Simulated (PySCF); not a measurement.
These are PySCF with TPSSh-D3(BJ)/def2-TZVP // CAM-B3LYP-D3(BJ)/def2-TZVP values and carry that method's errors. Isolated molecules, 0 K electronic values unless said otherwise. One relaxed conformer stands for a flexible species; it need not be the lowest. 

Reference species (SMILES): `[NH2][InH][NH2]` (neutral, multiplicity 1).

```
Quantity          Value
-------------  --------
HOMO–LUMO gap   5.18 eV
HOMO           -5.79 eV
```

Changed species: `[InH3]` (whole molecule; the reference has whole molecule).

Predict the effect on the HOMO–LUMO gap and HOMO.

the HOMO–LUMO gap rises by 0.29 eV, to 5.47 eV; the HOMO falls by 1.85 eV, to -7.64 eV.
